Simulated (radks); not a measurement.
Problem. All-electron atom: Gd3+ in [Xe] 4f7. All-electron calculation, scalar-relativistic Kohn-Sham, SCAN, spin-unpolarised, spherical densities, finite nucleus; meta-GGA in the generalised Kohn-Sham scheme; Fermi nuclear charge, rms radius 5.1569 fm. Program: a radial shooting solver on a logarithmic mesh with Libxc functionals. Some entries of the table are withheld. Estimate them.

| orbital | occ. | eigenvalue (hartree) | <r^2> (bohr^2) | <1/r> (bohr^-1) |
|---|---|---|---|---|
| 1s | 2 | (1) | 0.0006550 | 71.64 |
| 2s | 2 | -306.1657 | (2) | (3) |
| 2p | 6 | -272.4086 | 0.008283 | 15.52 |
| 3s | 2 | (4) | 0.06802 | (5) |
| 3p | 6 | -58.40577 | 0.06830 | 5.741 |
| 3d | 10 | -44.51197 | 0.05752 | 5.438 |
| 4s | 2 | -14.76510 | 0.3447 | 2.566 |
| 4p | 6 | -11.27477 | 0.3892 | 2.360 |
| 4d | 10 | -6.43722 | 0.4699 | 2.080 |
| 5s | 2 | -2.79148 | 1.972 | 0.9972 |
| 5p | 6 | -1.93109 | (6) | 0.8543 |
| 4f | 7 | -1.22601 | 0.9334 | 1.532 |

Solution. 
(1) 1s eigenvalue (hartree): -1844.631
(2) 2s <r^2> (bohr^2): 0.01027
(3) 2s <1/r> (bohr^-1): 16.64
(4) 3s eigenvalue (hartree): -68.94069
(5) 3s <1/r> (bohr^-1): 6.115
(6) 5p <r^2> (bohr^2): 2.620
